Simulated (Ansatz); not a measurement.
Two isomers of C2H6O2Si: A = `OC[SiH]1CO1`, B = `OC(O)=C[SiH3]`.

Isolated molecules relaxed with PBE0-D4/def2-TZVP in Ansatz; ΔE leaves out vibrations. CCSD(T)/CBS adds triple-zeta CCSD(T) − MP2 to the extrapolated MP2 energy (def2 sets, frozen cores). Functionals use def2-TZVPP. B3LYP here is the variant with VWN-RPA as its local correlation; programs differ in this. One conformer a species, not always the lowest.

A:

```xyz
11

O    -0.2710    2.1279   -0.7563
C     0.7053    1.1144   -0.5332
Si    0.0928   -0.1093    0.7539
C    -0.6352   -1.6971    0.2900
O     0.7537   -1.6340    0.7856
H    -1.0350    1.7278   -1.1794
H     0.9901    0.5974   -1.4582
H     1.6012    1.6274   -0.1733
H    -0.2118    0.5208    2.0581
H    -0.6956   -2.0281   -0.7455
H    -1.2946   -2.2473    0.9582
```

B:

Z-matrix (Å, degrees):
```
Si
C 1 1.842
H 1 1.489 2 112.5
H 1 1.489 2 112.5 3 -121.4
H 1 1.488 2 108.0 3 119.3
C 2 1.338 1 123.0 3 60.8
H 2 1.084 1 119.8 3 -119.2
O 6 1.349 2 126.9 1 -179.9
O 6 1.337 2 122.6 1 0.1
H 8 0.962 6 109.1 2 0.2
H 9 0.963 6 108.8 2 -179.7
```

Task: Which is lower in electronic energy at CCSD(T)/CBS, and by how much? (Best estimate.)

Result: The calculation gave: B, by 7.2 kcal/mol.

Task: Give E(B) − E(A) in kcal/mol with B2PLYP, HF/def2-TZVPP, r2SCAN-D4, LDA (SPW92), PBE-D4, B3LYP, CCSD(T)/def2-TZVPP. (Best estimate.)

Result: The calculation gave: B2PLYP -8.4, HF/def2-TZVPP -15.1, r2SCAN-D4 -8.8, LDA (SPW92) -9.9, PBE-D4 -7.5, B3LYP -9.1, CCSD(T)/def2-TZVPP -8.2. None reverses the order clearly.

Task: Does the order hold for the free energy at 298.15 K (harmonic terms from PBE0-D4)? (Estimate.)

Result: Ansatz gave: Yes: G(B) − G(A) = -10.4 kcal/mol, for one conformer each. Modes under 60 cm⁻¹, often nearly free rotors, make the harmonic entropy too high.

Largest T1 diagnostic: 0.013.

From PBE to PBE0 (25 % exact exchange), in def2-TZVPP and without D4, E(B) − E(A) moves by −1.1 kcal/mol. Leaving LDA and LC-ωPBE aside and taking each functional with its dispersion term where it has one, the values, not all of them listed here, spread over 3.2 kcal/mol, from BHLYP-D4 to PBE-D4. LDA lies −2.6 kcal/mol from PBE without D4.
